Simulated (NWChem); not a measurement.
Program: NWChem. System: H$_{2}$Ge, charge 0, spin multiplicity 1, at a geometry optimised with B3LYP/def2-SVP. The structure started from a generated list of species. Level: RHF/def2-SVP.

Job file:

```
start mol
memory heap 200 mb stack 900 mb global 1100 mb
geometry units angstroms nocenter noautoz
  Ge     0.000000     0.000000     0.066351
  H     -1.142489     0.000000    -1.061618
  H      1.142489     0.000000    -1.061618
  symmetry group C2v
end
basis spherical
  * library def2-svp
end
scf
  rhf
  nopen 0
  maxiter 100
  thresh 1e-7
  semidirect memsize 60000000 filesize 0
end
task scf energy
```

Output (cleaned and shortened):

```
             Northwest Computational Chemistry Package (NWChem) 7.3.0
             --------------------------------------------------------

                                NWChem Input Module
                                -------------------

 Scaling coordinates for geometry "geometry" by  1.889725989
 (inverse scale =  0.529177249)

 Turning off AUTOSYM since
 SYMMETRY directive was detected!

                             Geometry "geometry" -> ""
                             -------------------------

 Output coordinates in angstroms (scale by  1.889725989 to convert to a.u.)

  No.       Tag          Charge          X              Y              Z
 ---- ---------------- ---------- -------------- -------------- --------------
    1 Ge                  32.0000     0.00000000     0.00000000     0.06635100
    2 H                    1.0000    -1.14248900     0.00000000    -1.06161800
    3 H                    1.0000     1.14248900     0.00000000    -1.06161800

 Effective nuclear repulsion energy (a.u.)      21.3263105001

            Nuclear Dipole moment (a.u.)
            ----------------------------
        X                 Y               Z
 ---------------- ---------------- ----------------
     0.0000000000     0.0000000000    -0.0000075589

      Symmetry information
      --------------------

 Group name             C2v
 Group number             16
 Group order               4
 No. of unique centers     2

      Symmetry unique atoms

     1    2


 Summary of "ao basis" -> "" (spherical)
 ------------------------------------------------------------------------------
       Tag                 Description            Shells   Functions and Types
 ---------------- ------------------------------  ------  ---------------------
 *                          def2-svp                  on all atoms

 Summary of "ao basis" -> "ao basis" (spherical)
 ------------------------------------------------------------------------------
       Tag                 Description            Shells   Functions and Types
 ---------------- ------------------------------  ------  ---------------------
[...]
    12      0.311048  1 Ge px                33     -0.307838  2 H  s
    38      0.307838  3 H  s                 34     -0.229711  2 H  s
    39      0.229711  3 H  s                 15      0.198378  1 Ge px
     9     -0.182630  1 Ge px

 Vector   17  Occ=2.000000D+00  E=-3.377124D-01  Symmetry=a1
              MO Center=  9.7D-15, -5.2D-15,  2.4D-01, r^2= 2.5D+00
   Bfn.  Coefficient  Atom+Function         Bfn.  Coefficient  Atom+Function
  ----- ------------  ---------------      ----- ------------  ---------------
     4      0.424906  1 Ge s                 14      0.353615  1 Ge pz
    17      0.352790  1 Ge pz                 5      0.329613  1 Ge s
     3     -0.252388  1 Ge s                 11     -0.204058  1 Ge pz
    33     -0.186163  2 H  s                 38     -0.186163  3 H  s
    34     -0.172006  2 H  s                 39     -0.172006  3 H  s

 Vector   18  Occ=0.000000D+00  E= 6.983168D-03  Symmetry=b2
              MO Center=  2.8D-14,  2.1D-15,  4.5D-02, r^2= 3.1D+00
   Bfn.  Coefficient  Atom+Function         Bfn.  Coefficient  Atom+Function
  ----- ------------  ---------------      ----- ------------  ---------------
    16      0.787092  1 Ge py                13      0.312004  1 Ge py
    10     -0.214386  1 Ge py

 Vector   19  Occ=0.000000D+00  E= 1.495972D-01  Symmetry=b1
              MO Center= -1.2D-14, -2.2D-15,  9.6D-02, r^2= 4.3D+00
   Bfn.  Coefficient  Atom+Function         Bfn.  Coefficient  Atom+Function
  ----- ------------  ---------------      ----- ------------  ---------------
    15      1.366341  1 Ge px                34      0.969481  2 H  s
    39     -0.969481  3 H  s                 12      0.181185  1 Ge px
    33      0.158428  2 H  s                 38     -0.158428  3 H  s

 Vector   20  Occ=0.000000D+00  E= 2.046226D-01  Symmetry=a1
              MO Center= -4.6D-14,  1.4D-14, -3.1D-01, r^2= 4.5D+00
   Bfn.  Coefficient  Atom+Function         Bfn.  Coefficient  Atom+Function
  ----- ------------  ---------------      ----- ------------  ---------------
    17      1.448254  1 Ge pz                34      1.366545  2 H  s
    39      1.366545  3 H  s                  5     -1.106200  1 Ge s
     4     -0.725369  1 Ge s                  3      0.302394  1 Ge s
    14      0.156579  1 Ge pz

 center of mass
 --------------
 x =   0.00000000 y =   0.00000000 z =   0.06880630

 moments of inertia (a.u.)
 ------------------
           8.915047517175           0.000000000000           0.000000000000
           0.000000000000          18.310481581557           0.000000000000
           0.000000000000           0.000000000000           9.395434064383

  Mulliken analysis of the total density
  --------------------------------------

    Atom       Charge   Shell Charges
 -----------   ------   -------------------------------------------------------
    1 Ge  32    31.69   2.00  2.00  2.00  1.30  0.46  6.00  5.98  0.97  0.91  8.15  1.79  0.14
    2 H    1     1.16   0.70  0.44  0.01
    3 H    1     1.16   0.70  0.44  0.01

       Multipole analysis of the density wrt the origin
       ------------------------------------------------

     L   x y z        total         open         nuclear
     -   - - -        -----         ----         -------
     0   0 0 0     -0.000000      0.000000     34.000000

     1   1 0 0      0.000000      0.000000      0.000000
     1   0 1 0      0.000000      0.000000      0.000000
     1   0 0 1      0.002032      0.000000     -0.000008

     2   2 0 0    -15.675498      0.000000      9.322486
     2   1 1 0     -0.000000      0.000000      0.000000
     2   1 0 1     -0.000000      0.000000      0.000000
     2   0 2 0    -12.016058      0.000000      0.000000
     2   0 1 1     -0.000000      0.000000      0.000000
     2   0 0 2    -17.217580      0.000000      8.552499

 Task  times  cpu:        0.3s     wall:        0.3s

 Total times  cpu:        0.4s     wall:        0.4s
```
